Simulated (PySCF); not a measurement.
Levels of Yb⁶⁵⁺ from EOM-EA-GCCSD

Reference: closed-shell Yb⁶⁶⁺, [He] 2s2; one electron is added. Calculated with PySCF 2.14, two-component X2C-1e with screened spin-orbit coupling, an even-tempered Gaussian basis (17 s from 12 bohr⁻², ratio 2.6; 13 p from 16 bohr⁻², ratio 2.6; 7 d from 16 bohr⁻², ratio 2.8; 4 f from 310 bohr⁻², ratio 2.8); frozen nothing; the 30 highest virtual spinors dropped; of the others 54 kept and the rest restored at second order. No Breit or QED terms. Binding energies in eV.

```
level  Koopmans  second order  EOM-CCSD
2p1/2   16588.6       16587.3   16583.3
2p3/2   15440.7       15441.7   15441.6
```

For comparison, the ionisation energy of Yb⁶⁵⁺ is 16570 ± 30 eV (theoretical estimate listed by NIST; NIST Atomic Spectra Database, ionization energies).

Only part of the computed levels is shown.
